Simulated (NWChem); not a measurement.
System: CH3NOSn; SMILES O=C=[N][SnH3]

Results from NWChem. Geometry: optimised at PBE-D3(BJ)/def2-SVP. def2 effective core potentials on Sn; no spin-orbit coupling.

Task: What does the run give for HCTH/407/def2-SVP? Quantities: highest occupied level (eV); orbital gap (eV); dipole (D).

Result: 
```
Property                     Value
---------------------------  -----
highest occupied level (eV)  -6.76
orbital gap (eV)              5.27
dipole (D)                    3.72
```
